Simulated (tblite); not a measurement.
Compound: C₅H₆FP.
Geometry (GFN2-xTB, Å), atoms numbered from 1 in this order:
```
atom  x, y, z in Å
C1    -2.5615    0.8629    1.0053
C2    -2.1360    0.1770    0.1212
C3    -1.5694   -0.6177   -0.9411
P4    -0.0036    0.1914   -1.6036
C5     1.0692   -0.1619   -0.3591
C6     2.4971    0.2502   -0.3276
F7     0.7009   -0.8825    0.7282
H8    -2.9622    1.4418    1.7823
H9    -1.3307   -1.6207   -0.5769
H10   -2.2796   -0.6944   -1.7706
H11    3.1443   -0.6271   -0.2749
H12    2.6925    0.8579    0.5575
H13    2.7347    0.8234   -1.2197
```

Computed with GFN2-xTB (tblite): harmonic, unscaled wavenumbers at the GFN2-xTB geometry, gas phase. This tight-binding method is rough: wavenumbers can miss measured ones by several per cent, in bad cases by 10 to 20. One conformer, not necessarily the lowest.

Harmonic wavenumbers (cm⁻¹): 35.1, 87.0, 157.4, 178.0, 188.4, 287.1, 312.4, 375.7, 391.4, 431.5, 624.4, 636.3, 703.0, 734.3, 831.3, 969.1, 993.9, 1009.2, 1095.2, 1166.1, 1184.8, 1309.7, 1388.6, 1396.5, 1447.0, 1467.7, 2284.9, 2933.0, 2943.7, 2978.7, 2997.7, 3048.6, 3401.1.

A = 3642, B = 1482, C = 1234 MHz; mass 116.019 u (most abundant isotopes); point group C1, symmetry number 1.

Zero-point energy?

½Σν̃ = 19994 cm⁻¹ = 239.19 kJ/mol.

Give the ideal-gas entropy at 298.15 K and 1 bar in the rigid-rotor, harmonic-oscillator model (classical rotation).

Translation 168.14, rotation 118.28, vibration 101.49: S = 387.9 J/(mol K).

And Cp and H(298.15 K) − H(0)?

Cp = 133.15 J/(mol K), of which vibrations give 99.90 (their classical limit is 33 R = 274.4); H(298.15 K) − H(0) = 25.64 kJ/mol without the zero-point energy, 15.72 from vibrations.

What must be added to the electronic energy to get the Gibbs energy at 298.15 K and 1 bar?

ZPE + [H(298.15 K) − H(0)] − T·S = 239.19 + 25.64 − 115.66 = 149.17 kJ/mol.

How do the functions run with temperature in this model?

```json
{"T (K)": "100", "S (J/(mol K))": "280.7", "Cp (J/(mol K))": "71.0", "H − H(0) (kJ/mol)": "5.09", "G − H(0) (kJ/mol)": "-22.98", "ln q(vib)": "1.56"}
{"T (K)": "200", "S (J/(mol K))": "340.7", "Cp (J/(mol K))": "104.7", "H − H(0) (kJ/mol)": "13.94", "G − H(0) (kJ/mol)": "-54.20", "ln q(vib)": "3.74"}
{"T (K)": "300", "S (J/(mol K))": "388.7", "Cp (J/(mol K))": "133.7", "H − H(0) (kJ/mol)": "25.89", "G − H(0) (kJ/mol)": "-90.74", "ln q(vib)": "5.90"}
{"T (K)": "500", "S (J/(mol K))": "468.5", "Cp (J/(mol K))": "179.6", "H − H(0) (kJ/mol)": "57.51", "G − H(0) (kJ/mol)": "-176.74", "ln q(vib)": "10.00"}
{"T (K)": "800", "S (J/(mol K))": "563.0", "Cp (J/(mol K))": "221.9", "H − H(0) (kJ/mol)": "118.32", "G − H(0) (kJ/mol)": "-332.08", "ln q(vib)": "15.53"}
{"T (K)": "1000", "S (J/(mol K))": "614.6", "Cp (J/(mol K))": "240.4", "H − H(0) (kJ/mol)": "164.64", "G − H(0) (kJ/mol)": "-449.96", "ln q(vib)": "18.83"}
```

q(vib) and H(0) count from the zero-point level.

Which modes carry the vibrational entropy at 298.15 K?

35.1 cm⁻¹: 23.09; 87.0 cm⁻¹: 15.59; 157.4 cm⁻¹: 10.80; 178.0 cm⁻¹: 9.83; 188.4 cm⁻¹: 9.39; 287.1 cm⁻¹: 6.24 J/(mol K); the other 27 give 26.56 together.

Hindered rotation and anharmonicity are outside this model. Other conformers, if any are populated, would add a mixing term that is left out. The structure is chiral; the term R ln 2 for an equal mix with its mirror image is left out.

The run took 0.56 s on one thread of an Arm Neoverse N1, on a shared host. The figure is for the frequency step alone.
